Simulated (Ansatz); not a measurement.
Calculated with Ansatz (gas phase, PBE0-D4/def2-TZVP geometries, no zero-point term in ΔE). CCSD(T)/CBS is the MP2 limit (def2-TZVPP, def2-QZVPP) plus CCSD(T) − MP2 in def2-TZVPP, frozen cores. DFT in def2-TZVPP. B3LYP here is the variant with VWN-RPA as its local correlation; programs differ in this. Each species was taken in one conformer, which may not be the lowest.

Reaction (redistribution): `NB[SiH2]Cl` + `O[SiH2]OBF` → `O[SiH2]O[SiH2]Cl` + `NBBF`

`NB[SiH2]Cl`:

```xyz
9

N     0.492   -1.353    0.830
B     0.530   -0.550   -0.297
Si   -0.465    1.200   -0.329
Cl   -1.856    1.156   -1.865
H     0.967   -2.240    0.889
H    -0.020   -1.121    1.666
H     1.161   -0.928   -1.242
H     0.415    2.373   -0.579
H    -1.224    1.463    0.927
```

`O[SiH2]OBF`:

Z-matrix (Å, degrees):
```
Si
O 1 1.648
O 1 1.635 2 113.0
H 1 1.474 2 107.4 3 116.7
H 1 1.482 2 105.9 3 -122.1
B 2 1.341 1 138.5 3 5.3
H 3 0.958 1 119.3 2 -76.3
F 6 1.325 2 118.3 1 -177.8
H 6 1.197 2 123.4 1 2.7
```

`O[SiH2]O[SiH2]Cl`:

```xyz
10

O     1.326   -1.506    0.520
Si    0.388   -1.168   -0.776
O    -0.120    0.395   -0.771
Si   -0.582    1.589    0.220
Cl   -1.054    0.803    2.070
H     0.911   -1.517    1.385
H     1.238   -1.359   -1.966
H    -0.823   -2.025   -0.800
H     0.516    2.554    0.428
H    -1.800    2.234   -0.309
```

`NBBF`:

```xyz
8

N    -0.308   -0.361   -1.232
B     0.539    0.157   -0.262
B    -0.062    0.237    1.340
F     0.664    0.742    2.329
H    -0.060   -0.454   -2.204
H    -1.240   -0.684   -1.026
H     1.630    0.512   -0.614
H    -1.162   -0.149    1.670
```

| level | ΔE (kcal/mol) | difference from CCSD(T)/CBS |
| --- | --- | --- |
| LDA (SPW92) | 14.5 | 4.7 |
| PBE-D4 | 13.0 | 3.2 |
| r2SCANh-D4 | 11.7 | 1.9 |
| ωB97X-V | 10.4 | 0.6 |
| PBE | 13.6 | 3.8 |
| B3LYP | 11.6 | 1.8 |
| BHLYP | 10.7 | 0.9 |
| LC-ωPBE | 11.6 | 1.8 |
| HF/def2-SVP | 14.0 | 4.2 |
| MP2/def2-SVP | 15.6 | 5.8 |
| CCSD/def2-SVP | 15.3 | 5.5 |
| HF/def2-TZVPP | 9.6 | -0.2 |
| MP2/def2-QZVPP | 9.6 | -0.2 |
| SCS-MP2/def2-QZVPP | 9.1 | -0.7 |
| MP2/CBS(def2) | 9.4 | -0.4 |
| CCSD/CBS(def2) | 9.5 | -0.3 |
| CCSD(T)/CBS | 9.8 | 0 |

Problem. What do rigid-rotor, harmonic-oscillator terms from PBE0-D4/def2-TZVP frequencies (298.15 K, 1 bar) make of the CCSD(T)/CBS value? (Best estimate.)

Solution. The calculation gave: ΔZPE = -0.2 kcal/mol, ΔH = +9.6 kcal/mol, ΔS = 10 J/(mol·K), ΔG = +9.0 kcal/mol. Modes under 50 cm⁻¹ make the entropy rough.

Largest T1 diagnostic among the species: 0.015.

The D4 term adds −1.0 kcal/mol with B3LYP and −0.5 kcal/mol with PBE0; it sums over pairs of atoms, weighted by their polarisabilities, and B3LYP, whose exchange is more repulsive, gets the larger term. From BLYP to BHLYP (50 % exact exchange), in def2-TZVPP and without D4, ΔE moves by −1.4 kcal/mol. Leaving LDA and LC-ωPBE aside and taking each functional with its dispersion term where it has one, the values, not all of them listed here, spread over 3.2 kcal/mol, from BHLYP-D4 to PBE-D4. LDA lies +0.9 kcal/mol from PBE without D4.
